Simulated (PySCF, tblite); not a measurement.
Isomers of C5H11NP2, one GFN2-xTB conformer each. Single-point energies are computed at PBE0/pcSseg-1 (PySCF, gas phase, no added dispersion term), electronic only.

```csv
SMILES,GFN2-xTB relative energy (kJ/mol)
CCC1=C[P@]1(P)=NC,195.0
C=CC/P=P/N(C)C,0.0
CP(CP)CCC#N,71.5
```

Conformers: `[CH3:1][CH2:2][C:3]1=[CH:4][P@:5]1([PH2:6])=[N:7][CH3:8]` with C1–C2–C3–C4 5°, C4–P5–P6–H 4° and -89°; `[CH2:1]=[CH:2][CH2:3]/[P:4]=[P:5]/[N:6]([CH3:7])[CH3:8]` with C1–C2–C3–P4 108°, C2–C3–P4–P5 86°, P4–P5–N6–C7 -168°; `[CH3:1][P:2]([CH2:3][PH2:4])[CH2:5][CH2:6][C:7]#[N:8]` with C1–P2–C3–P4 -175°, P2–C3–P4–H -70° and -163°, C1–P2–C5–C6 -81°, P2–C5–C6–C7 180°.

Problem. What does PBE0/pcSseg-1 give for the same structures?

Solution. 
```json
{"SMILES": "CP(CP)CCC#N", "PBE0/pcSseg-1 E (Eh)": "-933.96138", "PBE0/pcSseg-1 (kJ/mol)": "0.0", "GFN2-xTB (kJ/mol)": "71.5", "point group": "C1"}
{"SMILES": "C=CC/P=P/N(C)C", "PBE0/pcSseg-1 E (Eh)": "-933.94801", "PBE0/pcSseg-1 (kJ/mol)": "35.1", "GFN2-xTB (kJ/mol)": "0.0", "point group": "C1"}
{"SMILES": "CCC1=C[P@]1(P)=NC", "PBE0/pcSseg-1 E (Eh)": "-933.87462", "PBE0/pcSseg-1 (kJ/mol)": "227.8", "GFN2-xTB (kJ/mol)": "195.0", "point group": "C1"}
```

GFN2-xTB puts C=CC/P=P/N(C)C lowest instead; measured from each level's own lowest isomer, the values differ by up to 71.5 kJ/mol (CP(CP)CCC#N: 71.5 against 0.0). As drawn, the lowest has a C≡N group, which the highest lacks; the highest has a three-membered ring and a C=C bond outside aromatic rings, which the lowest lacks.

Problem. Which frontier levels, dipoles and rotational constants go with these structures?

Solution. 
| SMILES | HOMO (eV, PBE0/pcSseg-1) | LUMO (eV) | dipole (D) | A, B, C (MHz) |
| --- | --- | --- | --- | --- |
| CP(CP)CCC#N | -7.18 | 0.19 | 4.92 | 1953, 706.5, 556.1 |
| C=CC/P=P/N(C)C | -5.92 | -1.73 | 2.51 | 3673, 654.7, 617.3 |
| CCC1=C[P@]1(P)=NC | -5.64 | -0.40 | 2.81 | 2225, 832.3, 685.8 |

Problem. What happens when harmonic zero-point energies from GFN2-xTB frequencies are added?

Solution. 
| SMILES | ZPE (kJ/mol) | electronic (kJ/mol) | with ZPE (kJ/mol) |
| --- | --- | --- | --- |
| CP(CP)CCC#N | 380.9 | 0.0 | 0.0 |
| C=CC/P=P/N(C)C | 398.5 | 35.1 | 52.7 |
| CCC1=C[P@]1(P)=NC | 380.5 | 227.8 | 227.4 |

The zero-point energies span 18.0 kJ/mol. The order is unchanged.
